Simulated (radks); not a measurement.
Charge is removed step by step from the 5p3/2 level of Ir, starting from [Kr] 4d10 4f14 5s2 5p(1/2: 2, 3/2: 4) 5d7 6s2. Calculated with a radial shooting solver on a logarithmic mesh with Libxc functionals: Dirac Kohn-Sham, LDA (Slater exchange, Perdew-Wang correlation), spin-unpolarised, spherical densities, point nucleus; open shells fill j = l - 1/2 first.

removed (e),E - E(0) (eV),eigenvalue (eV),E minus straight line (eV)
0,0.000,-50.929,0.000
0.125,6.458,-52.413,-0.687
0.25,13.105,-53.934,-1.186
0.375,19.944,-55.491,-1.493
0.5,26.979,-57.081,-1.603
0.625,34.215,-58.701,-1.512
0.75,41.655,-60.351,-1.217
0.875,49.304,-62.029,-0.714
1,57.164,-63.734,0.000

Removing the whole electron costs 57.164 eV by Delta-SCF, against 50.929 eV from minus the eigenvalue at the starting occupation. Slater's transition state (half an electron removed) gives 57.081 eV. Integrating minus the eigenvalue over the occupation (Janak's theorem) gives 57.164 eV. The mean slope of the eigenvalue, de/dn, is 12.8 eV per electron.
